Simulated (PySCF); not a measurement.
## Dy: excitation energy

Dy [Xe] 4f10 6s2 (high-spin determinant) → Dy [Xe] 4f10 6s1 6p1 (high-spin determinant), as a difference of total energies. All numbers are calculated (PySCF 2.14, scalar relativity by spin-free X2C-1e, in ANO-RCC-VTZP (8s7p5d3f2g1h, 104 functions)). Correlated levels: valence: [Kr] 4d10 frozen; valence and next inner shell: [Ar] 3d10 frozen. The calculations carry no spin-orbit coupling.

| method | excitation energy (eV) |
| --- | --- |
| UHF | 1.688 |
| LDA | 2.619 |
| PBE | 2.421 |
| PBE0 | 2.297 |
| r2SCAN | 2.109 |
| MP2 (valence) | 2.526 |
| SCS-MP2 (valence) | 2.577 |
| MP2 (valence and next inner shell) | 2.535 |
| SCS-MP2 (valence and next inner shell) | 2.573 |

Task: How much does correlation contribute at MP2 (valence and next inner shell)?

Result: 2.535 − (1.688) = 0.847 eV, measured against UHF.

A first-order spin-orbit estimate (lowest level to lowest level, LS coupling) adds 0.125 eV.

The basis was made for the ground configuration and has no added diffuse functions, so the excitation energy can come out too high.

The determinant of the upper state and of the lower state mixes LS terms, which raises its energy above the lowest term, most at the Hartree-Fock and MP2 levels.
